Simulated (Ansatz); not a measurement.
Species: C3H10NSi, charge -1, multiplicity 1. It need not be the lowest isomer of its formula. Whether it binds its extra electron was not tested at this geometry. 
Geometry from a B3LYP-D3(BJ)/def2-TZVP (Ansatz, a program for electronic structure) optimisation:
```xyz
15

C      1.2036    -0.1020    -1.4848
Si     0.1040     0.0033    -0.1109
C     -1.6391     0.5520    -0.6692
C     -0.2954    -1.5142     1.0225
N      0.6630     1.1522     1.1367
H      2.2427    -0.4071    -1.3617
H      0.8152    -0.2833    -2.4859
H     -2.0785    -0.1736    -1.3616
H     -2.3135     0.6554     0.1870
H     -1.5882     1.5168    -1.1799
H     -0.9198    -1.2564     1.8892
H      0.6306    -1.9666     1.3939
H     -0.8220    -2.2819     0.4473
H      0.8779     0.7667     2.0471
H      1.4449     1.7041     0.8088
```
Charge -1, spin multiplicity 1.

Basis-set convergence of Hartree-Fock and CCSD correlation energies (hartree) with Ansatz. Cores are frozen in the correlated levels unless marked. Spin-orbit coupling is left out. Non-relativistic. This anion needs diffuse functions, which these sets lack.

| basis | functions | E(HF) | E(corr, CCSD) |
|---|---|---|---|
| cc-pV(D+d)Z | 129 | -462.79865 | -0.78922 |
| cc-pV(T+d)Z | 299 | -462.88059 | -0.95024 |
| cc-pV(Q+d)Z | 584 | ___ | ___ |

Problem. Fill in the missing entries.

Solution. 
- cc-pV(Q+d)Z, E(HF): -462.90046
- cc-pV(Q+d)Z, E(corr, CCSD): -0.99956
